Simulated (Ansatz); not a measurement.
```xyz
2

Cu   -0.0058    0.0064   -1.1212
Cu    0.0096   -0.0029    1.1158
```

Basis set: def2-TZVP (spherical functions). Left uncorrelated: 10 orbitals. Charge 0, multiplicity 1.

Computed with Ansatz (development build ahead of 0.2.0); each method stands on the lowest determinant of its kind that the runs found. Restricted open shells among the atoms or ions are ROHF, correlated in semicanonical orbitals with singles.

The atomization energy at this shape (free ground-state atoms in the same class of orbitals less the molecule, no zero-point energy) of singlet Cu2:

```json
{"method": "RHF", "atomization energy": "0.39 eV"}
```

Task: What does RHF-MP2 give?

Result: 1.71 eV.
